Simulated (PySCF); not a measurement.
HIn (SMILES [InH]), singlet, at a GFN2-xTB geometry (such geometries of metal compounds can be far from the true shape) (core potentials on In); HF/def2-SVP (PySCF).

Input for PySCF:
```python
from pyscf import gto, scf

mol = gto.Mole()
mol.atom = '''
    In   -0.00000000   -0.00000000   -0.03940380
    H     0.00000000    0.00000000    1.93078643
'''
mol.basis = 'def2-svp'
mol.ecp = {'In': 'def2-svp'}
mol.verbose = 4
mol.build()

mf = scf.RHF(mol)
mf.init_guess = 'mod_huckel'
mf.kernel()
```

Q: What does PySCF print? Leave out banner, timings and long lists.

A: 
```
PySCF version 2.14.0

[INPUT] verbose = 4
[INPUT] num. atoms = 2
[INPUT] num. electrons = 22
[INPUT] charge = 0
[INPUT] spin (= nelec alpha-beta = 2S) = 0
[INPUT] symmetry False subgroup None
[INPUT] Mole.unit = angstrom
[INPUT] Symbol           X                Y                Z      unit          X                Y                Z       unit  Magmom
[INPUT]  1 In     0.000000000000   0.000000000000  -0.039403800000 AA    0.000000000000   0.000000000000  -0.074462390267 Bohr   0.0
[INPUT]  2 H      0.000000000000   0.000000000000   1.930786430000 AA    0.000000000000   0.000000000000   3.648657557727 Bohr   0.0

nuclear repulsion = 5.640430685376
number of shells = 13
number of NR pGTOs = 68
number of NR cGTOs = 31
basis = def2-svp
ecp = {'In': 'def2-svp'}

******** <class 'pyscf.scf.hf.RHF'> ********
method = RHF
initial guess = mod_huckel
damping factor = 0
level_shift factor = 0
DIIS = <class 'pyscf.scf.diis.CDIIS'>
diis_start_cycle = 1
diis_space = 8
diis_damp = 0
SCF conv_tol = 1e-09
SCF conv_tol_grad = None
SCF max_cycles = 50
direct_scf = True
direct_scf_tol = 1e-13
Set gradient conv threshold to 3.16228e-05
Initial guess from on-the-fly Huckel, doi:10.1021/acs.jctc.8b01089,
employing the updated GWH rule from doi:10.1021/ja00480a005.
Spherically averaged atomic HF for {'H', 'In'}

******** <class 'pyscf.scf.atom_hf.AtomSphAverageRHF'> ********
method = AtomSphAverageRHF
initial guess = minao
damping factor = 0
level_shift factor = 0
DIIS = <class 'pyscf.scf.diis.CDIIS'>
diis_start_cycle = 1
diis_space = 8
diis_damp = 0
SCF conv_tol = 1e-09
SCF conv_tol_grad = None
SCF max_cycles = 50
direct_scf = True
direct_scf_tol = 1e-13
atom = In
Set gradient conv threshold to 3.16228e-05
Initial guess from minao.
init E= -167.723452264111
cycle= 1 E= -188.81396429845  delta_E= -21.1  |g|=    0  |ddm|= 11.6
cycle= 2 E= -189.089301326321  delta_E= -0.275  |g|=    0  |ddm|= 2.61
cycle= 3 E= -189.111528539269  delta_E= -0.0222  |g|=    0  |ddm|= 0.362
cycle= 4 E= -189.111668511323  delta_E= -0.00014  |g|=    0  |ddm|= 0.078
cycle= 5 E= -189.11168128305  delta_E= -1.28e-05  |g|=    0  |ddm|= 0.0286
cycle= 6 E= -189.111681310414  delta_E= -2.74e-08  |g|=    0  |ddm|= 0.00129
cycle= 7 E= -189.111681310541  delta_E= -1.26e-10  |g|=    0  |ddm|= 8.07e-05
Extra cycle  E= -189.111681310541  delta_E= -9.66e-13  |g|=    0  |ddm|= 5.5e-06
Atomic HF for atom  In  converged. SCF energy = -189.111681310541

******** 1 electron system ********
Atomic HF for atom  H  converged. SCF energy = -0.499278405714347

  HOMO = -0.270499928200604  LUMO = -0.0127643591356649  gap/eV = 7.01334
init E= -189.698478020089
  HOMO = -0.265687689479625  LUMO = 0.00332454435908172  gap/eV = 7.32020
cycle= 1 E= -189.767385290797  delta_E= -0.0689  |g|= 0.0618  |ddm|= 0.619
  HOMO = -0.282718094464506  LUMO = 0.0197548884123758  gap/eV = 8.23071
cycle= 2 E= -189.769698930134  delta_E= -0.00231  |g|= 0.0186  |ddm|= 0.154
  HOMO = -0.282744891358994  LUMO = 0.0212344653978676  gap/eV = 8.27170
cycle= 3 E= -189.769931274288  delta_E= -0.000232  |g|= 0.00512  |ddm|= 0.0552
  HOMO = -0.281922411293255  LUMO = 0.0221295628252144  gap/eV = 8.27368
cycle= 4 E= -189.769957514334  delta_E= -2.62e-05  |g|= 0.00107  |ddm|= 0.0286
  HOMO = -0.281962266353712  LUMO = 0.0219918246693433  gap/eV = 8.27101
cycle= 5 E= -189.76995875661  delta_E= -1.24e-06  |g|= 0.000145  |ddm|= 0.00765
  HOMO = -0.281976645443764  LUMO = 0.0219781967551192  gap/eV = 8.27103
cycle= 6 E= -189.769958774275  delta_E= -1.77e-08  |g|= 1.17e-05  |ddm|= 0.00107
  HOMO = -0.281979699060646  LUMO = 0.021975198188906  gap/eV = 8.27103
cycle= 7 E= -189.769958774377  delta_E= -1.02e-10  |g|= 8.64e-07  |ddm|= 6.46e-05
  HOMO = -0.281979760004906  LUMO = 0.0219751207742198  gap/eV = 8.27103
Extra cycle  E= -189.769958774378  delta_E= -5.4e-13  |g|= 2.39e-07  |ddm|= 2.13e-06
converged SCF energy = -189.769958774378
```
